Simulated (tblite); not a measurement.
Species: C5H6FO2 (charge -1).
Geometry (GFN2-xTB, Å), atoms numbered from 1 in this order:
```
atom  x, y, z in Å
C1    -1.122   -1.555    0.195
C2    -0.680   -0.335   -0.064
C3     0.624   -0.086   -0.769
C4     1.591    0.602    0.179
F5     2.854    0.726   -0.391
C6    -1.510    0.919    0.381
O7    -2.616    0.679    0.880
O8    -0.962    2.016    0.188
H9    -2.064   -1.682    0.702
H10   -0.586   -2.457   -0.083
H11    1.061   -1.027   -1.125
H12    0.450    0.574   -1.623
H13    1.230    1.606    0.410
H14    1.730    0.020    1.097
```

The geometry is computed with GFN2-xTB (gas phase).

Masses are those of the commonest isotopes; rigid-rotor values at the optimised geometry. The values belong to one conformer with, in the numbering `[CH2:1]=[C:2]([CH2:3][CH2:4][F:5])[C:6](=[O:7])[O-:8]`, C1–C2–C3–C4 -114°, C2–C3–C4–F5 174°, C1–C2–C6–O7 -5°.

Question: What are A, B and C (GHz)?

Answer: Ia = 136.15, Ib = 400.72, Ic = 507.10 u·Å²; 505379 MHz·u·Å²/I gives 3712, 1261 and 996.6 MHz, that is A = 3.7119, B = 1.2612, C = 0.9966 GHz.

Question: Classify the top.

Answer: An asymmetric top; Ray's κ = -0.805.

Question: Is it planar, by Δ = Ic − Ia − Ib?

Answer: Not planar: Δ = Ic − Ia − Ib = -29.78 u·Å². For a rigid frame Δ = −2 Σ m c², so Σ m c² = 14.89 u·Å² lies off the ab plane: 5.47 from hydrogen and 9.42 from heavier atoms. The atom farthest from that plane is 1.55 Å away.

Question: Give the other two planar moments, Paa and Pbb, and the rms extents of the mass along the axes.

Answer: Paa = Σ m a² = (Ib + Ic − Ia)/2 = 385.83 and Pbb = Σ m b² = (Ia + Ic − Ib)/2 = 121.26 u·Å². With the mass M = 117.04 u, the rms extents √(P/M) along a, b and c are 1.82, 1.02, 0.36 Å.

Question: List the rotational levels J(Ka,Kc) to J = 4 (K).

Answer: Above 0(0,0), as E/k:
J = 1: 1(0,1) 0.108, 1(1,1) 0.226, 1(1,0) 0.239
J = 2: 2(0,2) 0.324, 2(1,2) 0.430, 2(1,1) 0.468, 2(2,1) 0.821, 2(2,0) 0.822
J = 3: 3(0,3) 0.645, 3(1,3) 0.735, 3(1,2) 0.812, 3(2,2) 1.146, 3(2,1) 1.151, 3(3,1) 1.766, 3(3,0) 1.766
J = 4: 4(0,4) 1.069, 4(1,4) 1.142, 4(1,3) 1.268, 4(2,3) 1.579, 4(2,2) 1.593, 4(3,2) 2.202, 4(3,1) 2.202, 4(4,1) 3.068, 4(4,0) 3.068

Question: Estimate the classical rotational partition function at 10 K, 50 K and 100 K.

Answer: Point group C1, symmetry number σ = 1; q = (√π/σ)·√((kT/h)³/(ABC)), k/h = 20836.6 MHz/K: 2470 at 10 K, 27600 at 50 K, 78000 at 100 K.

Its GFN2-xTB frequencies are all real (lowest 20 cm⁻¹). These are rigid-rotor constants of the computed structure; measured ground-state constants (B0) also hold zero-point vibration.
